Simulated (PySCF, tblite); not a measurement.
Isomers of C3H10ClFSi2, one GFN2-xTB conformer each. Single-point energies are computed at PBE0/pcSseg-1 (PySCF, gas phase, no added dispersion term), electronic only.

Question: Rank them by PBE0/pcSseg-1 energy, lowest first (kJ/mol).
A. `[CH3:1][C@@H:2]([SiH2:3][F:4])[SiH2:5][CH2:6][Cl:7]` with C1–C2–Si3–F4 178°, C1–C2–Si5–C6 167°, C2–Si5–C6–Cl7 -66°
B. `[F:1][C@@H:2]([Cl:3])[SiH2:4][CH2:5][CH2:6][SiH3:7]` with F1–C2–Si4–C5 -57°, C2–Si4–C5–C6 173°, Si4–C5–C6–Si7 69°

Answer: A (0.0), B (211.6).

As drawn, the lower has an Si–F bond, which the higher lacks. GFN2-xTB itself gives, in the same order: 0.0, 188.0. Both levels put the same isomer lowest.

Which frontier levels, dipoles and rotational constants go with these structures?

| SMILES | HOMO (eV, PBE0/pcSseg-1) | LUMO (eV) | dipole (D) | A, B, C (MHz) |
| --- | --- | --- | --- | --- |
| C[C@@H]([SiH2]F)[SiH2]CCl | -7.98 | -0.06 | 2.55 | 1771, 891.6, 716.1 |
| F[C@@H](Cl)[SiH2]CC[SiH3] | -8.14 | 0.01 | 1.79 | 2664, 600.1, 555.4 |

What happens when harmonic zero-point energies from GFN2-xTB frequencies are added?

```json
{"SMILES": "C[C@@H]([SiH2]F)[SiH2]CCl", "ZPE (kJ/mol)": "310.5", "electronic (kJ/mol)": "0.0", "with ZPE (kJ/mol)": "0.0"}
{"SMILES": "F[C@@H](Cl)[SiH2]CC[SiH3]", "ZPE (kJ/mol)": "301.2", "electronic (kJ/mol)": "211.6", "with ZPE (kJ/mol)": "202.2"}
```

The zero-point energies span 9.3 kJ/mol. The order is unchanged.
